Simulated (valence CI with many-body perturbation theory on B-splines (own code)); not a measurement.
## From CI to CI+MBPT in Au55+

Calculated by configuration interaction combined with many-body perturbation theory (CI+MBPT): six valence electrons over a frozen Dirac-Fock core [Ar], radial functions for each j: 7 s, 7 p, 8 d, 6 f, 4 g, 1 h, with the one-electron correlation potential Σ1, the two-electron term Σ2, the three-electron term Σ3, Breit, model QED; selected CI, second order for the rest, scaled by the run's own slope (own B-spline code, finite nucleus).

No measured spectrum was set against this ion. As an estimate, large intervals hold to a few tenths of a per cent, small ones and those within an open d or f shell to about a per cent. Core correlation moves these levels by up to 16000 cm⁻¹, and in measured spectra 5 to 20 % of such shifts remained as error; rates that hang on mixing are uncertain with them. Among the levels kept, up to 1100 cm⁻¹ of a level comes from second order outside the variational space, and about a tenth of that is noise between levels of different J, which matters for small intervals. The list stops below the first excitations out of the core. Only levels of the ground parity were solved; by the run's estimate the other parity begins above the list, which can be wrong where configurations are misplaced.

Each rung adds one term. CI alone is the Dirac-Coulomb CI over the frozen core; QED comes last and gives the full result, which names the levels. Energies are above (3d3/2^4 3d5/2^2) J=4 on the same rung, in eV.

Levels are named by their leading jj configuration (3d3/2^4 stands for four electrons in 3d with j = 3/2), which in mixed levels can hold well under half, so a name can repeat and another be missing. Letters in brackets count levels of one name in rising energy.

| Level | CI alone | + Σ1 | + Σ2 | + Σ3 | + Breit | Full |
| --- | --- | --- | --- | --- | --- | --- |
| (3d3/2^4 3d5/2^2) J=2 | 8.38 | 8.39 | 7.89 | 7.74 | 8.66 | 8.66 |
| (3d3/2^4 3d5/2^2) J=0 | 28.25 | 28.27 | 27.44 | 27.38 | 29.24 | 29.25 |
| (3d3/2^3 3d5/2^3) J=3 [a] | 88.42 | 88.73 | 89.34 | 89.50 | 88.06 | 88.32 |
| (3d3/2^3 3d5/2^3) J=4 [a] | 89.87 | 90.18 | 90.92 | 91.04 | 89.05 | 89.30 |
| (3d3/2^3 3d5/2^3) J=1 [a] | 93.45 | 93.77 | 94.12 | 94.21 | 93.52 | 93.78 |
| (3d3/2^3 3d5/2^3) J=6 | 100.44 | 100.76 | 101.77 | 101.61 | 97.25 | 97.50 |
| (3d3/2^3 3d5/2^3) J=5 | 99.73 | 100.04 | 100.77 | 100.77 | 97.46 | 97.72 |
| (3d3/2^3 3d5/2^3) J=2 [a] | 106.70 | 107.02 | 107.03 | 106.90 | 105.34 | 105.59 |
| (3d3/2^3 3d5/2^3) J=3 [b] | 108.55 | 108.87 | 108.97 | 109.06 | 106.94 | 107.20 |
| (3d3/2^3 3d5/2^3) J=0 | 118.07 | 118.39 | 117.81 | 118.12 | 116.61 | 116.86 |
| (3d3/2^3 3d5/2^3) J=4 [b] | 124.11 | 124.45 | 124.44 | 124.39 | 122.12 | 122.37 |
| (3d3/2^3 3d5/2^3) J=1 [b] | 123.62 | 123.96 | 123.48 | 123.68 | 123.26 | 123.51 |
| (3d3/2^3 3d5/2^3) J=2 [b] | 124.65 | 124.99 | 124.64 | 124.78 | 123.46 | 123.72 |
| (3d3/2^3 3d5/2^3) J=3 [c] | 126.05 | 126.38 | 126.03 | 126.08 | 124.65 | 124.90 |
| (3d3/2^2 3d5/2^4) J=2 [a] | 182.98 | 183.62 | 184.70 | 184.76 | 181.90 | 182.41 |
| (3d3/2^2 3d5/2^4) J=0 [a] | 185.54 | 186.17 | 187.13 | 187.41 | 185.06 | 185.56 |
| (3d3/2^2 3d5/2^4) J=4 [a] | 190.44 | 191.07 | 192.30 | 192.28 | 188.04 | 188.54 |
| (3d3/2^2 3d5/2^4) J=3 [a] | 193.40 | 194.03 | 194.88 | 195.06 | 191.57 | 192.07 |
| (3d3/2^2 3d5/2^4) J=5 | 195.93 | 196.56 | 197.88 | 197.85 | 192.51 | 193.02 |
| (3d3/2^2 3d5/2^4) J=6 | 200.40 | 201.04 | 202.57 | 202.40 | 195.80 | 196.30 |
| (3d3/2^2 3d5/2^4) J=3 [b] | 202.80 | 203.44 | 204.16 | 204.27 | 200.25 | 200.76 |
| (3d3/2^2 3d5/2^4) J=1 | 204.41 | 205.05 | 205.36 | 205.55 | 202.49 | 203.00 |
| (3d3/2^2 3d5/2^4) J=4 [b] | 207.93 | 208.56 | 209.25 | 209.35 | 204.38 | 204.88 |
| (3d3/2^2 3d5/2^4) J=2 [b] | 209.17 | 209.80 | 210.11 | 210.07 | 206.16 | 206.67 |
| (3d3/2^2 3d5/2^4) J=2 [c] | 221.23 | 221.87 | 222.09 | 222.07 | 219.07 | 219.57 |
| (3d3/2^2 3d5/2^4) J=4 [c] | 227.09 | 227.74 | 228.07 | 228.14 | 224.18 | 224.69 |
| (3d3/2^2 3d5/2^4) J=2 [d] | 245.63 | 246.28 | 245.72 | 245.94 | 243.09 | 243.59 |
| (3d3/2^2 3d5/2^4) J=0 [b] | 264.89 | 265.55 | 264.51 | 264.71 | 262.85 | 263.35 |

Task: How does the ionisation energy move along the ladder, and which term matters most?

Result: CI alone 5438.7, + Σ1 5440.9, + Σ2 5454.2, + Σ3 5454.5, + Breit 5451.9, + QED 5451.9 eV. The largest step is Σ2, 13.3 eV. NIST lists 5452 ± 5 eV (theoretical).
